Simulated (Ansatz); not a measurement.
# CuF (fluorocopper): methods side by side

CuF has 2 atoms, charge 0, and is taken as a singlet. As SMILES, `[F][Cu]`. The coordinates come from a PBE0-D4/def2-TZVP relaxation.

```xyz
2

F     0.7510   -0.2689    0.3771
Cu   -0.7510    0.2689   -0.3771
```

Each level gives the vertical ionisation energy (to the doublet cation) (eV). The values are calculated.

```tsv
level	kind	program	value (eV)	CPU time (all runs)
HF/STO-3G	Hartree–Fock	Ansatz	1.80	0.89 s
SVWN5/STO-3G	LDA	Ansatz	4.50	7.7 s
revPBE/STO-3G	GGA	Ansatz	3.88	14 s
BHLYP/STO-3G	global hybrid	Ansatz	3.29	17 s
PBE0/STO-3G	global hybrid	Ansatz	3.42	15 s
r2SCAN0/STO-3G	hybrid meta-GGA	Ansatz	2.89	36 s
CAM-B3LYP/STO-3G	range-separated hybrid	Ansatz	3.67	18 s
HSE06/STO-3G	range-separated hybrid	Ansatz	3.42	15 s
```

The values span 1.80 to 4.50 eV. Spin contamination of the reference (⟨S²⟩ at least 0.1 too high) touches HF/STO-3G, SVWN5/STO-3G, revPBE/STO-3G, BHLYP/STO-3G, PBE0/STO-3G, r2SCAN0/STO-3G, CAM-B3LYP/STO-3G, HSE06/STO-3G. All rows use very small basis sets, so even the best lies far from the true value. CPU times are rough (shared hosts, several kinds of processor): they show what a rung costs within a factor of a few.
